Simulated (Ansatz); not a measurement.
`C[O][SnH]([Cl])[O][SiH3]` + `O[SiH2]S` → `[SiH3]O[SiH2]S` + `C[O][SnH]([OH])[Cl]`  (ligand exchange at the Si–O bond)

Computed with Ansatz on PBE0-D4/def2-TZVP structures; ΔE is electronic, products minus reactants. CCSD(T)/CBS adds triple-zeta CCSD(T) − MP2 to the extrapolated MP2 energy (def2 sets, frozen cores). DFT in def2-TZVPP. B3LYP here is the variant with VWN-RPA as its local correlation; programs differ in this. def2 core potentials past Kr. For Sn outer-core shells are correlated without core-valence functions, which leaves a few kJ/mol of doubt a bond. One conformer a species, not always the lowest.

`C[O][SnH]([Cl])[O][SiH3]`:

```xyz
13

C     0.897   -1.300    1.538
O     1.166   -1.680    0.204
Sn    0.916   -0.423   -1.248
Cl    2.138    1.482   -0.749
O    -0.937    0.146   -1.231
Si   -1.791    1.362   -0.539
H    -0.165   -1.077    1.695
H     1.169   -2.141    2.181
H     1.486   -0.429    1.846
H     1.321   -1.135   -2.721
H    -1.549    2.652   -1.239
H    -3.232    1.017   -0.631
H    -1.419    1.526    0.894
```

`O[SiH2]S`:

```xyz
7

O    -0.408    0.874   -1.153
Si    0.332   -0.312   -0.290
S    -0.428   -0.521    1.692
H    -1.366    0.862   -1.182
H     0.117   -1.660   -0.873
H     1.761    0.066   -0.290
H    -0.008    0.691    2.096
```

`[SiH3]O[SiH2]S`:

Cartesian coordinates in Å:
```
Si 0.860 1.355 0.672
O 0.832 -0.108 -0.074
Si -0.179 -1.090 -0.894
S -2.213 -0.858 -0.299
H 2.275 1.664 0.990
H 0.066 1.305 1.925
H 0.305 2.405 -0.220
H -0.180 -0.747 -2.336
H 0.276 -2.478 -0.660
H -2.042 -1.447 0.897
```

`C[O][SnH]([OH])[Cl]`:

Z-matrix (Å, degrees):
```
C
O 1 1.411
H 1 1.093 2 107.7
H 1 1.097 2 112.0 3 118.6
H 1 1.096 2 112.4 3 -119.1
Sn 2 1.945 1 122.2 3 170.4
Cl 6 2.325 2 105.6 1 -40.8
O 6 1.938 2 104.5 1 -157.1
H 6 1.692 2 116.4 1 82.3
H 8 0.961 6 112.7 2 41.2
```

```
             level  ΔE (eV)
         r2SCAN-D4     0.02
           ωB97X-V     0.03
             B3LYP    -0.01
    MP2/def2-TZVPP     0.04
SCS-MP2/def2-QZVPP     0.03
      HF/CBS(def2)     0.01
     MP2/CBS(def2)     0.04
    CCSD/CBS(def2)     0.04
```

**Question.** What does CCSD(T)/CBS give? (Estimate.)

**Answer.** Computed: +0.04 eV. The listed levels differ from it by -0.02, -0.01, -0.05, 0.00, -0.01, -0.03, 0.00, 0.00 eV.

Largest T1 diagnostic among the species: 0.013.

In def2-TZVPP, CCSD(T) changes the Hartree–Fock value by +0.03 eV (the triples alone add +0.01 eV) and MP2 by +0.03 eV.
